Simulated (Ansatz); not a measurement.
`OB(O)S` + `OB(O)O` → `OB(O)OB(O)O` + H₂S  (ligand exchange at a B–S bond)

Isolated molecules relaxed with PBE0-D4/def2-TZVP in Ansatz; ΔE leaves out vibrations. CCSD(T)/CBS is the MP2 limit (def2-TZVPP, def2-QZVPP) plus CCSD(T) − MP2 in def2-TZVPP, frozen cores. This one scheme is used for every species. One conformer a species, not always the lowest.

`OB(O)S`:

Cartesian coordinates in Å:
```
O -0.653 0.032 1.010
B -0.037 0.223 -0.192
O -0.346 1.321 -0.927
S 1.208 -0.891 -0.935
H -0.394 -0.760 1.482
H -1.003 1.872 -0.492
H 1.225 -1.797 0.054
```

`OB(O)O`:

```xyz
7

O     0.307    1.302   -0.276
B     0.000    0.000    0.000
O    -0.303   -0.374    1.279
O    -0.004   -0.928   -1.002
H     0.276    1.856    0.507
H    -0.500   -1.310    1.345
H     0.224   -0.545   -1.852
```

`OB(O)OB(O)O`:

Z-matrix (Å, degrees):
```
B
O 1 1.360
O 1 1.394 2 118.1
O 1 1.353 2 118.3 3 180.0
H 2 0.959 1 111.9 3 -0.0
B 3 1.364 1 128.3 2 180.0
H 4 0.964 1 111.9 2 -180.0
O 6 1.371 3 120.0 1 -0.0
O 6 1.362 3 121.1 1 180.0
H 8 0.960 6 112.9 3 180.0
H 9 0.960 6 112.4 3 0.0
```

H₂S:

Cartesian coordinates in Å:
```
S 0.601 -0.005 -0.148
H -0.254 0.956 0.231
H -0.347 -0.951 -0.083
```

```
             level  ΔE (kcal/mol)
    MP2/def2-QZVPP          -13.7
SCS-MP2/def2-QZVPP          -14.4
```

(1) What does CCSD(T)/CBS give? (Estimate.)

Largest T1 diagnostic among the species: 0.012.

Results:

(1) Ansatz gave: -14.7 kcal/mol. The listed levels differ from it by 1.0, 0.3 kcal/mol.

From PBE to PBE0 (25 % exact exchange), in def2-TZVPP and without D4, ΔE moves by −1.1 kcal/mol. In def2-TZVPP, CCSD(T) changes the Hartree–Fock value by +2.3 kcal/mol (the triples alone add +0.5 kcal/mol) and MP2 by +3.5 kcal/mol.
